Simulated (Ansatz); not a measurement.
`[SiH3][Ga]1[CH2][SiH2]1`, relaxed with RKS PBE-D4/def2-SVP in Ansatz 0.2.0 from a rough embedded geometry. The force threshold is 0.03 eV/Å; the program also tests the step.

The species carries charge 0 and has multiplicity 1.

Start:

```xyz
11

Si   -1.436   -0.033    0.694
Ga   -0.340    0.639   -0.282
C     0.434   -0.350   -1.281
Si    1.881   -0.027   -0.101
H    -1.109    1.376    1.117
H    -2.969   -0.116    0.645
H    -0.967   -0.979    1.712
H     0.633   -1.414   -1.712
H     0.361    0.354   -2.111
H     1.810   -0.877    1.015
H     1.701    1.427    0.304
```

By how much does the energy fall, and how many steps does the optimiser take? (Best estimate.)

Computed: 1337.98 kJ/mol, in 15 steps.

Which bonds change most? (Estimate.)

Computed: Si1–Ga2 from 1.614 to 2.387 Å; Ga2–C3 from 1.605 to 1.946 Å; Si4–H10 from 1.405 to 1.656 Å; Ga2–Si4 from 2.326 to 2.474 Å.

Give the relaxed structure. (Best estimate.)

Ansatz gave: 
```xyz
11

Si   -1.820    0.197    1.354
Ga   -0.037   -0.054   -0.213
C     1.061   -0.475   -1.763
Si    2.407    0.236   -0.466
H    -1.594    1.402    2.226
H    -3.140    0.336    0.646
H    -1.852   -1.043    2.208
H     1.174   -1.543   -2.025
H     0.908    0.142   -2.669
H     1.600   -0.576    0.731
H     1.294    1.378   -0.030
```
